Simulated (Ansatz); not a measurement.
Reaction (formal hydrolysis of a C–F bond): `OC(F)(F)N[SiH3]` + H₂O → `OC(O)(F)N[SiH3]` + H–F

Program: Ansatz. Geometries: PBE0-D4/def2-TZVP. ΔE: electronic, gas phase. CBS: MP2 limit from def2 TZ/QZ plus the TZ coupled-cluster correction, frozen cores. This one scheme is used for every species. One conformer a species, not always the lowest.

| species | CCSD(T)/CBS(def2) energy (Eh) |
| --- | --- |
| `OC(F)(F)N[SiH3]` | -659.62868 |
| H₂O | -76.37941 |
| `OC(O)(F)N[SiH3]` | -635.61324 |
| H–F | -100.39570 |

Work out ΔE.

ΔE = (-635.61324) + (-100.39570) − (-659.62868) − (-76.37941) = -0.00085 Eh = -0.5 kcal/mol.

Largest T1 diagnostic among the species: 0.011.

In def2-TZVPP, CCSD(T) changes the Hartree–Fock value by −2.5 kcal/mol (the triples alone add −0.3 kcal/mol) and MP2 by −3.2 kcal/mol. The D4 term adds −1.0 kcal/mol with B3LYP and −0.5 kcal/mol with PBE0; it sums over pairs of atoms, weighted by their polarisabilities, and B3LYP, whose exchange is more repulsive, gets the larger term.

B3LYP here is the variant with VWN-RPA as its local correlation; programs differ in this.
